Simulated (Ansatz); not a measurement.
C3H8Si2 (`C#C[SiH2][SiH2]C`), relaxed with RKS PBE0-D4/def2-TZVP in Ansatz 0.2.0 from a PBE-D4/def2-SVP geometry. The force threshold is 0.005 eV/Å; the program also tests the step.

Charge 0, multiplicity 1.

Start:

```xyz
13

C     1.973    0.158   -2.249
C     1.575    0.648   -1.193
Si    0.876    1.307    0.377
Si   -1.241    0.310    0.655
C    -1.066   -1.575    0.579
H     2.336   -0.263   -3.177
H     1.801    0.940    1.510
H     0.803    2.809    0.296
H    -2.142    0.806   -0.448
H    -1.838    0.746    1.970
H    -0.582   -1.873   -0.374
H    -0.440   -1.945    1.415
H    -2.057   -2.069    0.639
```

**Question.** How much energy does the relaxation release, and in how many steps? (Estimate.)

**Answer.** The calculation gave: 0.06 eV, in 7 steps.

**Question.** Which bonds change most? (Estimate.)

**Answer.** The calculation gave: C1–C2 from 1.230 to 1.207 Å; Si4–C5 from 1.894 to 1.874 Å; Si3–H7 from 1.507 to 1.488 Å; Si3–H8 from 1.506 to 1.487 Å.

**Question.** Give the relaxed structure. (Best estimate.)

**Answer.** The calculation gave: 
```xyz
13

C     2.004    0.187   -2.233
C     1.583    0.648   -1.200
Si    0.870    1.290    0.355
Si   -1.230    0.294    0.652
C    -1.087   -1.573    0.586
H     2.383   -0.214   -3.145
H     1.793    0.943    1.469
H     0.778    2.771    0.265
H    -2.137    0.789   -0.422
H    -1.792    0.736    1.960
H    -0.651   -1.886   -0.365
H    -0.447   -1.942    1.391
H    -2.068   -2.042    0.687
```
